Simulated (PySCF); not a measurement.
F2Sr, charge +1, doublet, geometry from GFN2-xTB (such geometries of metal compounds can be far from the true shape) (a state made from the parent by changing its charge; the spin is typed, not shown lowest) (core potentials on Sr). Base run: PBE/def2-SVP (PySCF).

Here is a job for PySCF.
```python
from pyscf import gto, scf, dft

mol = gto.M(
    atom='''
Sr   -0.51111909   -0.11805827   -0.04548426
F     0.91037426    1.34179717   -0.84459637
F     1.24768413   -0.84332893    1.03664102
''',
    basis='def2-svp',
    ecp={'Sr': 'def2-svp'},
    charge=1,
    spin=1,
    verbose=4,
)

mf = dft.UKS(mol)
mf.xc = 'pbe'
mf.kernel()
```

Variants of this job, named by their change:

| change | basis functions | E (Eh) | HOMO (eV) | outcome |
|---|---|---|---|---|
| base | 51 | -229.81500 | -14.13 | converged |
| basis = ANO-RCC-VDZP; relativity = none (without ecp={'Sr': 'def2-svp'}) | 59 | - | - | not converged |
| basis = x2c-SVPall; relativity = none (without ecp={'Sr': 'def2-svp'}) | 78 | -3306.62988 | -14.16 | converged |
| basis = x2c-SVPall; relativity = spin-free X2C; nucleus = Gaussian (with nucmod='G'; without ecp={'Sr': 'def2-svp'}) | 78 | -3377.87319 | -14.12 | converged |
| basis = jorge-DZP-DKH; relativity = spin-free X2C; nucleus = Gaussian (with nucmod='G'; without ecp={'Sr': 'def2-svp'}) | 66 | - | - | not converged |
| basis = jorge-DZP-DKH; relativity = none (without ecp={'Sr': 'def2-svp'}) | 66 | -3317.55176 | -13.74 | converged |
| basis = ANO-RCC-VDZP; relativity = spin-free X2C; nucleus = Gaussian (with nucmod='G'; without ecp={'Sr': 'def2-svp'}) | 59 | - | - | not converged |
| basis = ANO-RCC-VDZP; relativity = spin-free X2C (without ecp={'Sr': 'def2-svp'}) | 59 | - | - | not converged |
| basis = jorge-DZP-DKH; relativity = spin-free X2C (without ecp={'Sr': 'def2-svp'}) | 66 | - | - | not converged |
| basis = x2c-SVPall; relativity = spin-free X2C (without ecp={'Sr': 'def2-svp'}) | 78 | -3377.89980 | -14.12 | converged |

Absolute energies of different levels of theory aren't comparable as measures of quality.

Open shells are given as the SCF converged; they aren't shown to be the lowest states, and a large step between rows can be another state.

Basis sets contracted for a relativistic Hamiltonian are a mismatch without it, so the rows without relativity aren't non-relativistic limits. No row has spin-orbit coupling; sets with core potentials leave out the core electrons.
